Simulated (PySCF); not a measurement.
Compound: C4H11GeP.
SMILES: `C(=C)[P]([GeH3])CC`

Level of theory: TDDFT B3LYP/def2-SVPD, vertical, gas phase, core orbitals frozen in the response (PySCF 2.14.0, density-fitted response routines). One conformer (not necessarily the lowest) at the PBE0-D3(BJ)/def2-SVP geometry, without solvent, vibrations or thermal averaging. The B3LYP/def2-SVPD calculation is non-relativistic and has no spin–orbit coupling, an omission that weighs most on germanium. Torsions of this conformer, `[CH2:1]=[CH:2][P:3]([GeH3:4])[CH2:5][CH3:6]`: C1–C2–P3–Ge4 110°, C2–P3–C5–C6 74°.

Each state is given a Gaussian of 0.3 eV full width at half maximum, with ε(max) = 2.175×10⁸ f / Δν̃ (Δν̃ the width in cm⁻¹). The width is an assumption, not a result. The curve ends short of the highest state used, and states not computed would add to its high-energy end.

```tsv
λ (nm)	ε (L mol⁻¹ cm⁻¹)
197.0	24706
200.1	20559
203.3	14058
206.4	9791
209.6	7747
212.8	8436
215.9	9430
219.1	7926
222.2	4695
225.4	1907
228.5	575
231.7	122
234.9	20
238.0	9
241.2	39
244.3	164
247.5	543
250.6	1313
253.8	2517
257.0	3768
260.1	4475
263.3	4331
266.4	3471
269.6	2303
272.8	1287
275.9	629
279.1	259
282.2	96
285.4	31
288.5	9
```

Problem. Where are the band maxima, and which computed states make them?

Solution. 261 nm (4.75 eV), ε about 4500, made up of S1 (100%); 216 nm (5.74 eV), ε about 9400, made up of S2 (92%) (ε in L mol⁻¹ cm⁻¹; maxima over ε = 5, shares over 10%). At its high-energy end, 6.29 eV, the curve is still rising (ε about 25000, from S5). The states used: S1 4.75 eV (f 0.050); S2 5.72 eV (f 0.097); S3 5.87 eV (f 0.0082); S4 6.06 eV (f 0.086); S5 6.30 eV (f 0.247); S6 6.53 eV (f 0.056); S7 6.61 eV (f 0.046); S8 6.76 eV (f 0.046); S9 6.86 eV (f 0.048); S10 6.89 eV (f 0.0035).

Problem. Coming from long wavelengths, where does ε first pass 100 L mol⁻¹ cm⁻¹?

Solution. At about 282 nm (4.40 eV), 0.35 eV below S1.

Problem. What would ε be at 5.74 eV, the highest of these maxima, with half the width (0.15 eV)?

Solution. About 17100 L mol⁻¹ cm⁻¹ against 9430, a factor of about 1.8; a lone state at its own centre would give exactly 2.

Problem. On this curve, what absorbance would a 10⁻³ mol/L sample give at 248 nm over a 1 cm path?

Solution. 248 nm is 4.999 eV, where ε is about 640 L mol⁻¹ cm⁻¹, so A = ε c l ≈ 0.64 (Beer–Lambert, with the gas-phase spectrum and the assumed width).

All these states lie below the vertical ionisation energy of 8.35 eV (ΔSCF).
